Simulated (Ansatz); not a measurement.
Start from `C[O][Ge]([OH])([F])[Cl]` and change one atom or group to get `C[O][GeH]([F])[Cl]`.

Ansatz, PBE0-D4/def2-TZVP geometries, multiplicity 1. Each molecule was computed in one conformer, which needn't be the lowest.

Scalar relativity is left out up to krypton.

```json
{"property": "HOMO–LUMO gap (PBE/def2-TZVPP) / eV", "`C[O][Ge]([OH])([F])[Cl]`": "5.37"}
{"property": "HOMO–LUMO gap (ωB97M-V/def2-TZVPP) / eV", "`C[O][Ge]([OH])([F])[Cl]`": "12.51"}
{"property": "size of the dipole moment (ωB97M-V/def2-TZVPP) / D", "`C[O][Ge]([OH])([F])[Cl]`": "2.33"}
{"property": "size of the dipole moment (B3LYP/def2-TZVPP) / D", "`C[O][Ge]([OH])([F])[Cl]`": "2.35"}
{"property": "LUMO energy (ωB97M-V/def2-TZVPP) / eV", "`C[O][Ge]([OH])([F])[Cl]`": "1.20"}
{"property": "LUMO energy (B3LYP/def2-TZVPP) / eV", "`C[O][Ge]([OH])([F])[Cl]`": "-1.15"}
```

What does the change do to each property? (Best estimate.)

The calculation gave: 
```csv
property,`C[O][GeH]([F])[Cl]`,shift
HOMO–LUMO gap (PBE/def2-TZVPP) / eV,5.71,0.34
HOMO–LUMO gap (ωB97M-V/def2-TZVPP) / eV,12.81,0.30
size of the dipole moment (ωB97M-V/def2-TZVPP) / D,2.79,0.46
size of the dipole moment (B3LYP/def2-TZVPP) / D,2.80,0.45
LUMO energy (ωB97M-V/def2-TZVPP) / eV,1.73,0.53
LUMO energy (B3LYP/def2-TZVPP) / eV,-0.67,0.48
```

With PBE0 the HOMO rises by 0.21 eV and the LUMO rises by 0.48 eV, so the gap widens by about 0.27 eV. PBE moves the HOMO by 0.15 eV and ωB97M-V by 0.24 eV. Dipoles are sizes alone; their direction can turn.

B3LYP here is the variant with VWN-RPA as its local correlation; programs differ in this.
